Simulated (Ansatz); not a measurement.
`N[SiH](F)CCl` and `NC[SiH](N)F` differ in one atom or group.

Ansatz, PBE0-D4/def2-TZVP geometries, multiplicity 1. Each molecule was computed in one conformer, which needn't be the lowest.

```
                                        property  `N[SiH](F)CCl`
size of the dipole moment (B3LYP/def2-TZVPP) / D            1.59
              LUMO energy (PBE0/def2-TZVPP) / eV            0.40
         HOMO–LUMO gap (ωB97M-V/def2-TZVPP) / eV           12.43
            HOMO–LUMO gap (PBE0/def2-TZVPP) / eV            8.47
             LUMO energy (B3LYP/def2-TZVPP) / eV            0.12
               LUMO energy (PBE/def2-TZVPP) / eV           -0.64
```

What does the change do to each property? (Estimate.)

Computed: 
```
                                        property  `NC[SiH](N)F`  shift
size of the dipole moment (B3LYP/def2-TZVPP) / D           1.38  -0.21
              LUMO energy (PBE0/def2-TZVPP) / eV           0.68   0.28
         HOMO–LUMO gap (ωB97M-V/def2-TZVPP) / eV          11.57  -0.86
            HOMO–LUMO gap (PBE0/def2-TZVPP) / eV           7.71  -0.76
             LUMO energy (B3LYP/def2-TZVPP) / eV           0.35   0.23
               LUMO energy (PBE/def2-TZVPP) / eV          -0.17   0.47
```

With PBE0 the HOMO rises by 1.03 eV and the LUMO rises by 0.28 eV, so the gap narrows by about 0.75 eV. PBE moves the HOMO by 1.05 eV and ωB97M-V by 0.93 eV. Dipoles are sizes alone; their direction can turn.

B3LYP here is the variant with VWN-RPA as its local correlation; programs differ in this.
